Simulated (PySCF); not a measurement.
SMILES c1(ccc(cc1)C)C#N (C8H7N), GFN2-xTB optimised geometry. Atoms within 1.6 Å of the plane z = 0.8 Å (x, y, z in Å): C1 (1.45, 2.57, -0.02), C2 (0.71, 1.28, 0.00), C3 (1.39, 0.06, 0.00), C4 (0.70, -1.14, 0.00), C5 (-0.69, -1.14, 0.00), C6 (-1.40, -2.36, 0.00), N7 (-1.97, -3.35, 0.00), C8 (-1.39, 0.07, 0.00), C9 (-0.69, 1.26, 0.00), H10 (2.43, 2.47, 0.45), H12 (0.90, 3.35, 0.49), H13 (2.47, 0.06, 0.00), H14 (1.24, -2.08, 0.00), H15 (-2.47, 0.07, 0.00), H16 (-1.23, 2.20, 0.00).

Calculation: PBE/def2-TZVP (PySCF).

Map of the electron localisation function on the plane z = 0.8 Å:

```
|0000000000000000000000000|
|0000000000000000000000000|
|0000000000001784000000000|
|0000000000008998200000000|
|0000000000008999312200000|
|0000000034004999479830000|
|0000000289600586799970000|
|0000000289720144799970000|
|0000000036654453389710000|
|0000000014667653000000000|
|0000022126766676200000000|
|0000288657731377568610000|
|0000389866610166689830000|
|0000157546742477457710000|
|0000000015766675201100000|
|0000000014667665100000000|
|0000001346633477500000000|
|0000013566520179830000000|
|0000024677620068820000000|
|0000146776520003200000000|
|0000157876310000000000000|
|0000157875200000000000000|
|0000025764100000000000000|
|0000001221000000000000000|
|0000000000000000000000000|
```
Scale: ten equal steps from 0.000 (start of '0') to 0.997 (end of '9'), in the order '0123456789'; x runs from -5.50 to 5.50, y from -5.50 (bottom) to 5.50 (top).
